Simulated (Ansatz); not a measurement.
Abridged output of a molecular run in Ansatz:

```
Functional definition: HF
3764 factors; integrals over basis functions are off by at most 1.1e-3 eV
mean field evaluation 1: about -75356.6528 eV, gradient 5.9e1 eV
mean field evaluation 2: about -75357.2835 eV, gradient 5.9e1 eV
mean field evaluation 4: about -75366.7974 eV, gradient 7.1e0 eV
mean field evaluation 8: about -75366.9511 eV, gradient 5.3e-1 eV
mean field -75366.95195807 eV, -2769.6843989043 hartree, gradient 1.4e-6 eV, S^2 0.000000; 0 other end points of the search recorded, 0 dependent functions left out; unrestricted orbitals would lower it
24 core orbitals not correlated: weight in the atoms' cores, before any rotation towards them, 1.000 or more for the frozen orbitals, at most 0.000 for the correlated occupied ones
reference -75366.95195807 eV, -2769.6843989043 hartree; 38, 38 occupied and 576, 576 virtual orbitals, 3764 factors
second order -56.62412422 eV of doubles, -0.00000000 eV of singles
cycle   1  -56.83395970 eV  change   -2.1e-1 eV  update   1.7e-1
cycle   2  -58.37532100 eV  change    -1.5e0 eV  update   5.3e-2
cycle   3  -58.66826188 eV  change   -2.9e-1 eV  update   2.4e-2
cycle   4  -58.65486101 eV  change    1.3e-2 eV  update   6.4e-3
cycle   5  -58.65197261 eV  change    2.9e-3 eV  update   3.2e-3
cycle   6  -58.65358665 eV  change   -1.6e-3 eV  update   9.5e-4
cycle   7  -58.65329247 eV  change    2.9e-4 eV  update   3.8e-4
cycle   8  -58.65322440 eV  change    6.8e-5 eV  update   1.4e-4
cycle   9  -58.65330003 eV  change   -7.6e-5 eV  update   5.4e-5
perturbative correction -2.76805262 eV, -0.1017240576 hartree
Total energy: -75428.37331072 eV, -2771.9415919812 hartree
```

Its atoms:

Cartesian coordinates in Å:
```
C 2.4497 -0.0839 -1.9516
Si 0.7359 0.3876 -1.3606
C -0.5238 -0.7000 -2.2086
C 0.4434 2.1872 -1.7910
N 0.6748 0.1014 0.3671
Ge 2.1947 0.2163 1.4200
C -0.5198 -0.2476 1.0183
C -0.5531 -1.2824 1.9564
C -1.7302 -1.6251 2.6005
C -2.9106 -0.9566 2.3136
C -2.8919 0.0702 1.3814
C -1.7127 0.4284 0.7502
H 2.7018 -1.1106 -1.6734
H 2.4841 -0.0186 -3.0431
H 3.2282 0.5766 -1.5632
H -0.4320 -0.5936 -3.2934
H -0.3574 -1.7503 -1.9562
H -1.5491 -0.4497 -1.9317
H 0.5880 2.3553 -2.8625
H 1.1455 2.8316 -1.2548
H -0.5678 2.5148 -1.5382
H 1.7402 0.6053 2.8331
H 2.9643 -1.1196 1.4658
H 3.1081 1.2944 0.8135
H 0.3549 -1.8391 2.1659
H -1.7248 -2.4327 3.3241
H -3.8324 -1.2292 2.8131
H -3.8029 0.6121 1.1524
H -1.7052 1.2578 0.0526
```

Problem. Which basis set was used?
A. def2-TZVPPD
B. def2-TZVPP
C. def2-QZVPP
D. cc-pV(Q+d)Z

Solution. B. It gives 638 functions.

Problem. Write the keys of the input that set method, charge and spin (a neutral closed shell needs none for the last two).

Solution. 
```yaml
correlation: {method: ccsd_t}
```
